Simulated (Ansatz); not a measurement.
Mulliken charges of C3H5AlS, SMILES `S[CH2][Al]1[CH]=[CH]1` from ωB97M-V/def2-TZVPP in Ansatz (PBE0-D4/def2-TZVP geometry).

```
atom   x (Å)   y (Å)   z (Å)  charge (e)
  S1  -1.587  -1.498  -0.867      -0.107
  C2  -0.083  -1.795   0.159      -0.375
 Al3   0.386   0.076   0.061       0.356
  C4   0.327   1.873   0.523      -0.262
  C5   1.200   1.643  -0.503      -0.240
  H6  -2.284  -0.801   0.047       0.132
  H7  -0.329  -2.314   1.082       0.151
  H8   0.550  -2.438  -0.455       0.143
  H9   0.094   2.830   0.987       0.100
 H10   1.809   2.374  -1.031       0.102
```

Task: By hand: the dipole of these point charges (1 e Å = 4.8032 D).

Result: Σ q r = (-0.114, -0.303, 0.137) e Å, of length 0.352 e Å = 1.69 D.

Task: How does the dipole of the full density compare? (Best estimate.)

Result: Computed: (-0.076, -0.389, 0.160) e Å, 2.05 D; the point charges give 0.82 times that, at 9° from its direction.

Point charges leave out the atoms' own dipoles, such as those of lone pairs, and Mulliken's split depends on the basis, so the two needn't agree.
